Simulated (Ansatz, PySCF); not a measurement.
System: GeH3, net charge 0, doublet state. 
Geometry from a B3LYP-D3(BJ)/def2-TZVP (Ansatz, a program for electronic structure) optimisation:
SMILES: [GeH3]
```xyz
4

Ge    -0.0167    -0.0237    -0.0294
H      0.5517    -0.9452     1.0702
H     -1.1244     0.8871     0.5402
H      1.1063     0.8180    -0.6708
```
Charge 0, spin multiplicity 2.

Total electronic energies in hartree. Cores are frozen in the correlated levels unless marked. Open shells are spin-unrestricted. Spin-orbit coupling is left out. The frozen core is the preceding noble-gas configuration, with the filled d and f shells of earlier blocks. No relativistic terms. CBS marks a two-point X^-3 extrapolation of the correlation energy; Hartree-Fock from the larger set. The bracket is a focal-point correction in the basis named.

```csv
level,program,energy (Eh)
PBE0-D3(BJ)/def2-TZVPD,Ansatz + dftd3,…
PW6B95/def2-TZVPD,PySCF,…
MN15-D3(BJ)/def2-TZVPD,PySCF + dftd3,-2079.05314
wB97X-V/def2-TZVPD,Ansatz,-2078.55203
B2PLYP-D3(BJ)/def2-TZVPD,Ansatz + dftd3,…
MP2/def2-TZVPPD,Ansatz,-2077.18243
"RI-MP2/CBS(def2-TZVPPD,def2-QZVPPD)",Ansatz,-2077.2367
"RI-MP2/CBS(def2-TZVPP,def2-QZVPP)+[CCSD(T)-MP2]/def2-QZVPP",Ansatz,-2077.2636
"CCSD(T)/CBS(aug-cc-pVTZ,aug-cc-pVQZ)",Ansatz,-2077.2630
```

**Question.** Complete the blanks.

**Answer.** 
- PBE0-D3(BJ)/def2-TZVPD, energy (Eh): -2078.48129
- PW6B95/def2-TZVPD, energy (Eh): -2079.74431
- B2PLYP-D3(BJ)/def2-TZVPD, energy (Eh): -2078.32599
